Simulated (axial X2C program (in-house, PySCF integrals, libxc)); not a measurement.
## Potential curves of HfN, 2c

Calculated with an axial X2C code built on PySCF integrals. Two-component (2c) means X2C with spin–orbit coupling and atomic mean-field two-electron Coulomb and Gaunt terms. Basis: Hf dyall-cv3z [13s14p9d7f4g], N dyall-av3z [7s7p3d2f] (cores contracted in-house); Gaussian nuclei, density fitting, unrestricted open shells. Masses: Hf 179.947 u, N 14.003 u.

State: Ω = 1/2 (⟨Sz⟩ = 0.50, ⟨Lz⟩ = 0.00 at PBE). Energies in eV from the lowest point of each curve. Fits are polynomials in 1 − R0/R over 0.85 to 1.23 times the lowest point R0.

| R (Å) | PBE |
| --- | --- |
| 1.4851 | 1.9635 |
| 1.5534 | 0.9020 |
| 1.6046 | 0.4122 |
| 1.6558 | 0.1260 |
| 1.7070 | 0.0000 |
| 1.7667 | 0.0087 |
| 1.8265 | 0.1455 |
| 1.9033 | 0.4583 |
| 1.9972 | 0.9798 |
| 2.1338 | 1.8741 |

The state is a single determinant with fixed occupations, the lowest that a limited PBE0 search found. Density functionals use the spin component along the axis (collinear).

(1) What are Re and ωe at the PBE level?

Results:

(1) At PBE, 2c: Re = 1.733 Å, ωe ≈ 937 cm⁻¹; Be follows as 0.432 cm⁻¹.
